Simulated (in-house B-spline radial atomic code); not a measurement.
Atomic self-consistent-field run: Cr7+ (with a hole in an inner shell). Computed with a B-spline radial code for spherical atoms: Dirac-Hartree-Fock, average of the jj configuration, Fermi nucleus of rms radius 3.6452 fm.

In the input, a minus or plus after the letter marks the j = l - 1/2 or j = l + 1/2 subshell.

Command:
```bash
python run_scf.py task.json out
```
Settings (nuclear radius in fm, mass in u):
```
Z                24
configuration    1s2 2s2 2p6 3s2 3p-2 3p+3
hamiltonian      dirac
method           hf
spin_polarised   False
nucleus          fermi
rms_radius       3.6452
atomic_mass      51.9405
speed_of_light   137.035999084
```

Output (hartree, bohr):
```
 radial grid: 65 intervals, B-splines of order 8, outer radius 8.961 bohr

 iter        energy (Eh)    residual
    1      -1029.5300990    6.05e-01
    2      -1034.4039001    1.35e-01
    3      -1034.4993378    5.57e-02
    4      -1034.5161691    2.30e-02
    5      -1034.5197998    4.06e-03
    6      -1034.5198883    1.31e-04
    7      -1034.5198885    6.85e-06
    8      -1034.5198885    6.91e-07
    9      -1034.5198885    4.17e-08

 total energy                    -1034.519889
 kinetic                           1047.72391
 electron-nucleus                 -2380.25649
 electron-electron                  298.01270

 first-order corrections (not in the total)
   Gaunt                            0.38943
   retardation                     -0.03325
   frequency dependence            -0.00078
   self-energy                      0.25813
   Uehling                         -0.02087
   Wichmann-Kroll                   0.00011
   recoil                           0.00867

 orbital      occ     eigenvalue          <r>       <r^2>       <1/r>     <1/r^2>       <r^4>       r_max    small
 1s1/2      2.000     -227.63206    0.0635132  0.00542544     23.8866     1166.51 7.59649e-05     0.04162  7.43e-03
 2s1/2      2.000      -32.13319     0.290232   0.0994148     5.11305     110.092    0.017207      0.2425  1.35e-03
 2p1/2      2.000      -27.98870     0.256118   0.0805678     5.02525     35.3003   0.0131304      0.1961  1.32e-03
 2p3/2      4.000      -27.64013     0.259438   0.0826092     4.94341     33.5733   0.0138292      0.1986  1.30e-03
 3s1/2      2.000       -8.14742     0.831066    0.786744     1.69397     17.9833    0.940515      0.7454  3.27e-04
 3p1/2      2.000       -6.84799     0.850917    0.835679     1.59842     5.64484     1.10646      0.7501  2.99e-04
 3p3/2      3.000       -6.81598     0.855577    0.844991     1.58979     5.47365     1.13018      0.7556  2.99e-04
```

Time taken, with all properties: 0.76 s on 1 thread of Arm Neoverse N1 (shared host).

For the Dirac Hamiltonian the kinetic term is c α·p + (β - 1)c².
